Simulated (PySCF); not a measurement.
**Ionisation energy of Sb by level of theory**

Sb [Kr] 4d10 5s2 5p3 (4S) → Sb⁺ [Kr] 4d10 5s2 5p2 (3P), as a difference of total energies. All numbers are calculated (PySCF 2.14, scalar relativity through the core potential, in def2-TZVP with the def2 core potential (28 electrons) (6s5p3d2f, 50 functions)). Correlated levels: valence: 4s2 4p6 4d10 frozen. The calculations carry no spin-orbit coupling.

| method | ionisation energy (eV) |
| --- | --- |
| UHF | 8.584 |
| M06-L | 8.676 |
| BP86 | 9.061 |
| MP2 (valence) | 8.986 |
| SCS-MP2 (valence) | 8.864 |
| CCSD (valence) | 8.971 |
| CCSD(T) (valence) | 8.999 |

Errors of the correlated levels include the incompleteness of this basis and the frozen core.

Problem. Which method comes closest to the reference value, and which is furthest?

Solution. The reference is 9.124 eV (measured; NIST levels, between the centres of gravity of the two terms). Closest: BP86 (error -0.063 eV); furthest: UHF (error -0.540 eV).
